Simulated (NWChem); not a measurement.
Program: NWChem. System: PbS, charge 0, spin multiplicity 1, at a geometry optimised with PBE0/def2-SVP with def2 effective core potentials on Pb. The structure started from a generated list of species. Level: G0W0@PBE0/def2-TZVPD with def2 effective core potentials on Pb, RI basis def2-tzvpd-rifit, no spin-orbit coupling.

Job file:

```
start mol
memory heap 200 mb stack 700 mb global 1700 mb
geometry units angstroms nocenter noautoz
  Pb     0.000000     0.000000     0.376835
  S      0.000000     0.000000    -1.931278
  symmetry group C2v
end
basis spherical
  * library def2-tzvpd
end
ecp
  Pb library def2-ecp
end
basis "ri basis" bse spherical
  * library def2-tzvpd-rifit
end
dft
  xc pbe0
  iterations 100
  direct
  tolerances tight
end
task dft energy
gw
  states alpha occ 4 vir 2
end
task dft gw
```

Part of the output:

```
             Northwest Computational Chemistry Package (NWChem) 7.3.0
             --------------------------------------------------------

                                NWChem Input Module
                                -------------------

 Scaling coordinates for geometry "geometry" by  1.889725989
 (inverse scale =  0.529177249)

 Turning off AUTOSYM since
 SYMMETRY directive was detected!

                             Geometry "geometry" -> ""
                             -------------------------

 Output coordinates in angstroms (scale by  1.889725989 to convert to a.u.)

  No.       Tag          Charge          X              Y              Z
 ---- ---------------- ---------- -------------- -------------- --------------
    1 Pb                  82.0000     0.00000000     0.00000000     0.37683500
    2 S                   16.0000     0.00000000     0.00000000    -1.93127800

 Effective nuclear repulsion energy (a.u.)     300.8000694453

            Nuclear Dipole moment (a.u.)
            ----------------------------
        X                 Y               Z
 ---------------- ---------------- ----------------
     0.0000000000     0.0000000000     0.0000415740

      Symmetry information
      --------------------

 Group name             C2v
 Group number             16
 Group order               4
 No. of unique centers     2

      Symmetry unique atoms

     1    2


 Summary of "ao basis" -> "" (spherical)
 ------------------------------------------------------------------------------
       Tag                 Description            Shells   Functions and Types
 ---------------- ------------------------------  ------  ---------------------
 *                         def2-tzvpd                 on all atoms

 Summary of "ri basis" -> "" (spherical)
 ------------------------------------------------------------------------------
       Tag                 Description            Shells   Functions and Types
 ---------------- ------------------------------  ------  ---------------------
 *                      def2-tzvpd-rifit              on all atoms

                                 NWChem DFT Module
                                 -----------------

 Summary of "ao basis" -> "ao basis" (spherical)
 ------------------------------------------------------------------------------
       Tag                 Description            Shells   Functions and Types
 ---------------- ------------------------------  ------  ---------------------
 Pb                        def2-tzvpd               18       56   7s5p4d2f
 S                         def2-tzvpd               16       46   6s6p3d1f

 Summary of "ao basis" -> "ao basis" (spherical)
 ------------------------------------------------------------------------------
       Tag                 Description            Shells   Functions and Types
 ---------------- ------------------------------  ------  ---------------------
 Pb                        def2-tzvpd               18       56   7s5p4d2f
 S                         def2-tzvpd               16       46   6s6p3d1f

      Symmetry analysis of basis
      --------------------------

        a1         44
        a2         10
        b1         24
        b2         24

            General Information
            -------------------
          SCF calculation type: DFT
          Wavefunction type:  closed shell.
          No. of atoms     :     2
          No. of electrons :    38
           Alpha electrons :    19
            Beta electrons :    19
          Charge           :     0
          Spin multiplicity:     1
          Use of symmetry is: on ; symmetry adaption is: on
          Maximum number of iterations: 100
          This is a Direct SCF calculation.
          AO basis - number of functions:   102
                     number of shells:    34
          Convergence on energy requested:  1.00D-06
          Convergence on density requested:  1.00D-05
          Convergence on gradient requested:  5.00D-04

              XC Information
              --------------
                         PBE0 Method XC Functional
                     Hartree-Fock (Exact) Exchange  0.250
          PerdewBurkeErnzerhof Exchange Functional  0.750
            Perdew 1991 LDA Correlation Functional  1.000 local
           PerdewBurkeErnz. Correlation Functional  1.000 non-local

             Grid Information
             ----------------
          Grid used for XC integration:  medium
          Radial quadrature: Mura-Knowles
          Angular quadrature: Lebedev.
          Tag              B.-S. Rad. Rad. Pts. Rad. Cut. Ang. Pts.
          ---              ---------- --------- --------- ---------
          Pb                  1.80      123          13.0       590
          S                   1.00       88          13.0       590
          Grid pruning is: on
          Number of quadrature shells:   211
          Spatial weights used:  Erf1

          Convergence Information
          -----------------------
          Convergence aids based upon iterative change in
          total energy or number of iterations.
          Levelshifting, if invoked, occurs when the
          HOMO/LUMO gap drops below (HL_TOL):  1.00D-02
          DIIS, if invoked, will attempt to extrapolate
          using up to (NFOCK): 10 stored Fock matrices.

                    Damping( 0%)  Levelshifting(0.5)       DIIS
                  --------------- ------------------- ---------------
          dE  on:    start            ASAP                start
          dE off:    2 iters        100 iters           100 iters

      Screening Tolerance Information
[...]
 d= 0,ls=0.0,diis     2   -589.3916301959  1.48D+00  1.99D-02  7.30D+00     3.0

 !! scf_movecs_sym_adapt:   48 vectors were symmetry contaminated

  Symmetry fudging

 !! scf_movecs_sym_adapt:   48 vectors were symmetry contaminated

 d= 0,ls=0.0,diis     3   -590.9728096842 -1.58D+00  1.81D-03  5.87D-02     4.0

 !! scf_movecs_sym_adapt:   48 vectors were symmetry contaminated

  Symmetry fudging

 !! scf_movecs_sym_adapt:   48 vectors were symmetry contaminated

 d= 0,ls=0.0,diis     4   -590.9770239533 -4.21D-03  1.07D-03  2.68D-02     5.1

 !! scf_movecs_sym_adapt:   48 vectors were symmetry contaminated

  Symmetry fudging

 !! scf_movecs_sym_adapt:   48 vectors were symmetry contaminated

 d= 0,ls=0.0,diis     5   -590.9810314233 -4.01D-03  1.79D-04  1.40D-04     6.1

 !! scf_movecs_sym_adapt:   48 vectors were symmetry contaminated

  Symmetry fudging

 !! scf_movecs_sym_adapt:   48 vectors were symmetry contaminated

 d= 0,ls=0.0,diis     6   -590.9810370830 -5.66D-06  4.90D-05  6.41D-05     7.2

 !! scf_movecs_sym_adapt:   48 vectors were symmetry contaminated

  Symmetry fudging

 !! scf_movecs_sym_adapt:   48 vectors were symmetry contaminated

 d= 0,ls=0.0,diis     7   -590.9810481140 -1.10D-05  1.72D-05  2.56D-06     8.3

 !! scf_movecs_sym_adapt:   50 vectors were symmetry contaminated

  Symmetry fudging

 !! scf_movecs_sym_adapt:   48 vectors were symmetry contaminated

 d= 0,ls=0.0,diis     8   -590.9810486243 -5.10D-07  1.15D-06  1.99D-08     9.3

         Total DFT energy =     -590.981048624258
      One electron energy =    -1047.602927977809
           Coulomb energy =      417.506503141884
    Exchange-Corr. energy =      -41.587081444390
 Nuclear repulsion energy =       80.702457656057

 Numeric. integr. density =       38.000000008311

     Total iterative time =      8.6s

                  Occupations of the irreducible representations
                  ----------------------------------------------

                     irrep           alpha         beta
                     --------     --------     --------
                     a1               10.0         10.0
                     a2                1.0          1.0
                     b1                4.0          4.0
                     b2                4.0          4.0

                       DFT Final Molecular Orbital Analysis
                       ------------------------------------

 Vector   17  Occ=2.000000D+00  E=-2.669431D-01  Symmetry=a1
              MO Center= -1.6D-15,  7.4D-16, -8.3D-01, r^2= 3.9D+00
   Bfn.  Coefficient  Atom+Function         Bfn.  Coefficient  Atom+Function
  ----- ------------  ---------------      ----- ------------  ---------------
    74      0.421770  2 S  pz                13      0.305821  1 Pb pz
    19     -0.272019  1 Pb pz                16     -0.247589  1 Pb pz
     6     -0.244225  1 Pb s                 77      0.243957  2 S  pz
     5     -0.188130  1 Pb s                 71      0.186312  2 S  pz
     3      0.160205  1 Pb s                 65     -0.158121  2 S  pz

 Vector   18  Occ=2.000000D+00  E=-2.561750D-01  Symmetry=b2
              MO Center= -3.7D-17, -1.8D-15, -1.5D+00, r^2= 2.4D+00
   Bfn.  Coefficient  Atom+Function         Bfn.  Coefficient  Atom+Function
  ----- ------------  ---------------      ----- ------------  ---------------
    73      0.456893  2 S  py                76      0.314000  2 S  py
    18      0.206319  1 Pb py                70      0.200771  2 S  py
    12     -0.187048  1 Pb py                64     -0.170281  2 S  py
    15      0.146332  1 Pb py                24      0.085510  1 Pb d -1
    67     -0.077666  2 S  py                21      0.049429  1 Pb py

 Vector   19  Occ=2.000000D+00  E=-2.561750D-01  Symmetry=b1
              MO Center= -2.6D-16, -3.4D-17, -1.5D+00, r^2= 2.4D+00
   Bfn.  Coefficient  Atom+Function         Bfn.  Coefficient  Atom+Function
  ----- ------------  ---------------      ----- ------------  ---------------
    72      0.456893  2 S  px                75      0.314000  2 S  px
    17      0.206319  1 Pb px                69      0.200771  2 S  px
    11     -0.187048  1 Pb px                63     -0.170281  2 S  px
    14      0.146332  1 Pb px                26     -0.085510  1 Pb d  1
    66     -0.077666  2 S  px                20      0.049429  1 Pb px

 Vector   20  Occ=0.000000D+00  E=-9.233290D-02  Symmetry=b2
              MO Center=  7.9D-17, -8.4D-16,  1.1D-01, r^2= 4.6D+00
   Bfn.  Coefficient  Atom+Function         Bfn.  Coefficient  Atom+Function
  ----- ------------  ---------------      ----- ------------  ---------------
    18      0.490199  1 Pb py                21      0.371738  1 Pb py
    12     -0.368116  1 Pb py                15      0.293135  1 Pb py
    76     -0.250922  2 S  py                73     -0.247927  2 S  py
    70     -0.116649  2 S  py                64      0.092443  2 S  py
     9      0.076492  1 Pb py                24     -0.055712  1 Pb d -1

 Vector   21  Occ=0.000000D+00  E=-9.233290D-02  Symmetry=b1
              MO Center=  1.3D-15,  1.0D-16,  1.1D-01, r^2= 4.6D+00
   Bfn.  Coefficient  Atom+Function         Bfn.  Coefficient  Atom+Function
  ----- ------------  ---------------      ----- ------------  ---------------
    17      0.490199  1 Pb px                20      0.371738  1 Pb px
    11     -0.368116  1 Pb px                14      0.293135  1 Pb px
    75     -0.250922  2 S  px                72     -0.247927  2 S  px
    69     -0.116649  2 S  px                63      0.092443  2 S  px
     8      0.076492  1 Pb px                26      0.055712  1 Pb d  1

 Vector   22  Occ=0.000000D+00  E=-2.286214D-03  Symmetry=a1
              MO Center= -3.1D-15, -1.8D-14,  1.5D+00, r^2= 8.7D+00
   Bfn.  Coefficient  Atom+Function         Bfn.  Coefficient  Atom+Function
  ----- ------------  ---------------      ----- ------------  ---------------
     7      1.334531  1 Pb s                  6     -0.796477  1 Pb s
    62     -0.762021  2 S  s                 40      0.380349  1 Pb d  0
    61      0.313964  2 S  s                  5     -0.285249  1 Pb s
     3      0.252977  1 Pb s                 74      0.228142  2 S  pz
    22      0.189482  1 Pb pz                77      0.179307  2 S  pz

 center of mass
 --------------
 x =   0.00000000 y =   0.00000000 z =   0.13093804

 moments of inertia (a.u.)
 ------------------
         527.203989344578           0.000000000000           0.000000000000
           0.000000000000         527.203989344578           0.000000000000
           0.000000000000           0.000000000000           0.000000000000

     Multipole analysis of the density
     ---------------------------------

     L   x y z        total         alpha         beta         nuclear
     -   - - -        -----         -----         ----         -------
     0   0 0 0     -0.000000    -19.000000    -19.000000     38.000000

     1   1 0 0     -0.000000     -0.000000     -0.000000      0.000000
     1   0 1 0     -0.000000     -0.000000     -0.000000      0.000000
     1   0 0 1      1.702929     22.214891     22.214891    -42.726852

     2   2 0 0    -29.529330    -14.764665    -14.764665      0.000000
     2   1 1 0     -0.000000     -0.000000     -0.000000      0.000000
     2   1 0 1      0.000000      0.000000      0.000000      0.000000
     2   0 2 0    -29.529330    -14.764665    -14.764665      0.000000
     2   0 1 1      0.000000      0.000000      0.000000      0.000000
     2   0 0 2    -35.387341   -129.827691   -129.827691    224.268042

 Task  times  cpu:        9.3s     wall:        9.3s

                                NWChem Input Module
                                -------------------

                                 NWChem GW Module
                                 ----------------

                             ***********************
                             ***        GW       ***
                             ***********************

 Summary of "ri basis" -> "ri basis" (spherical)
 ------------------------------------------------------------------------------
       Tag                 Description            Shells   Functions and Types
 ---------------- ------------------------------  ------  ---------------------
 Pb                     def2-tzvpd-rifit            42      200   10s9p9d7f4g3h
 S                      def2-tzvpd-rifit            33      129   10s8p7d6f2g

                 Memory Information
                 ------------------
          Available GA per process is          1699.9 MBs
          Available stack per process is        700.0 MBs
          Available heap per process is           0.0 MBs

          Peak memory in Initialization
              Peak GA per process is                  6.2 MBs
              Peak stack per process is               0.1 MBs
              Peak heap per process is                6.7 MBs
              Memory not in MA per process            0.0 MBs

          Peak memory in AFF Calculation
              Peak GA per process is                 28.2 MBs
              Peak stack per process is              19.0 MBs
              Peak heap per process is                0.0 MBs
              Memory not in MA per process           19.0 MBs

          Computing 2-center integrals
          Computing Inverse Cholesky factor
          Computing 3-center integrals
          Computing V_xc ...

          Computing Sigma_x
          Computing RPA polarizability
          Solving quasiparticle equations

                  Alpha Orbitals
          State     Energy (eV)     Error (eV)
          -----------------------------------
@GW        16        -14.682           0.004
@GW        17         -8.958           0.004
@GW        18         -8.531           0.004
@GW        19         -8.531           0.004
@GW        20         -0.580           0.004
@GW        21         -0.580           0.004

   Applying  -1.5606 eV scissor-shift to rest of particle states

   Applying   1.9325 eV scissor-shift to rest of hole states

     GW Timing Statistics
   ------------------------
   Init.   :          0.1s
     ERIs  :          0.6s
     Distr.:          0.0s
     Vxc   :          1.0s
   Sigma_x :          0.0s
   RPA     :          0.7s
   Wmn     :          0.0s
   Sigma_c :          0.0s
   GW total:          2.4s

 Task  times  cpu:        2.4s     wall:        2.4s

 Total times  cpu:       11.8s     wall:       11.8s
```
